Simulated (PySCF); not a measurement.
Molecule: `ClB(Cl)Cl`, BCl3.

Geometry:
| atom | x (Å) | y (Å) | z (Å) |
| --- | --- | --- | --- |
| Cl1 | -0.795 | -1.557 | 0.006 |
| B2 | 0.025 | -0.020 | -0.021 |
| Cl3 | -0.893 | 1.461 | -0.028 |
| Cl4 | 1.766 | 0.035 | -0.033 |

Geometry PBE0-D3(BJ)/def2-SVP throughout; GIAO in PySCF 2.14.0 with density-fitted response routines, gas phase, one conformer, non-relativistic; equivalent atoms averaged; basis pcSseg-2.

For orientation, B3LYP gives these shifts δ (against HCl, BF3·OEt2 at the same level): Cl1/Cl3/Cl4 286.0, B2 55.1 ppm.

A run gave: Cl1/Cl3/Cl4 282.5, B2 46.7 ppm (shifts δ (against HCl, BF3·OEt2 at the same level)).

Question: Which functional was used in that run?
A. PBE
B. PBE0
C. WP04
D. KT2
E. KT3

Answer: E. Cl1/Cl3/Cl4 tells them apart best: KT3 gives 282.5, WP04 gives 251.2, PBE gives 319.3, PBE0 gives 287.2, KT2 gives 302.0 ppm.
